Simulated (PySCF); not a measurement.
C₃H₈ClFSi, SMILES Cl[Si@H](CCC)F.

Coordinates come from a PBE0-D3(BJ)/def2-SVP optimisation. The structure was generated by enumeration; whether it is a known compound was not checked. One conformer was computed; it need not be the lowest.

Calculation: PBE/def2-TZVP in PySCF.

Computed frontier levels, gap, dipole moment and polarisability:
```json
{
  "highest_occupied_level": "-7.30 eV",
  "lowest_empty_level": "-0.30 eV",
  "orbital_gap": "7.01 eV",
  "dipole_moment": "2.28 D",
  "quadrupole, principal values (traceless, Buckingham form, about the centre of nuclear charge)": "-2.45, -0.22, 2.67 D·Å",
  "mean_static_polarisability": "75.0 bohr³ (11.12 Å³)",
  "polarisability_principal_values": "62.2, 69.0, 93.9 bohr³"
}
```
